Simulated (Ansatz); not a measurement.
Consider the atomization: `FC1=N[SiH2]1` → C• + F• + 2 H• + N• + Si•.

Gas-phase electronic energies from Ansatz, PBE0-D4/def2-TZVP geometries. CCSD(T)/CBS is the MP2 limit (def2-TZVPP, def2-QZVPP) plus CCSD(T) − MP2 in def2-TZVPP, frozen cores. This one scheme is used for every species, atoms too. Functionals use def2-TZVPP. B3LYP here is the variant with VWN-RPA as its local correlation; programs differ in this. No spin–orbit coupling; open shells (•) take unrestricted orbitals. Spin–orbit coupling would lower the free atoms: a little for C, F, Si.

```tsv
level	ΔE (kJ/mol)	difference from CCSD(T)/CBS
B3LYP-D4	2157.9	7.5
B2PLYP	2135.8	-14.6
PBE-QIDH	2129.3	-21.1
PBE0	2156.6	6.2
CAM-B3LYP	2159.3	8.9
LC-ωPBE	2161.7	11.3
HF/def2-SVP	1358.6	-791.8
CCSD(T)/def2-TZVPP	2071.5	-78.9
HF/CBS(def2)	1380.8	-769.6
CCSD/CBS(def2)	2093.1	-57.3
CCSD(T)/CBS	2150.4	0
```

Largest T1 diagnostic among the species: 0.016.

Leaving LDA and LC-ωPBE aside and taking each functional with its dispersion term where it has one, the values, not all of them listed here, spread over 216.7 kJ/mol, from BHLYP-D4 to PBE-D4. LDA lies +328.4 kJ/mol from PBE without D4, its usual overbinding. In def2-TZVPP, CCSD(T) changes the Hartree–Fock value by +698.7 kJ/mol (the triples alone add +57.3 kJ/mol) and MP2 by +774.6 kJ/mol; breaking electron pairs costs correlation energy, which Hartree–Fock lacks. From BLYP to BHLYP (50 % exact exchange), in def2-TZVPP and without D4, ΔE moves by −140.5 kJ/mol: exact exchange takes away binding that semilocal exchange gives to molecules.

For atomizations the MP2-based limit and the directly extrapolated one differ by several kJ/mol either way, and by 10 to 25 for some Ge, Se and Sn compounds, so smaller differences from it don't rank the levels.
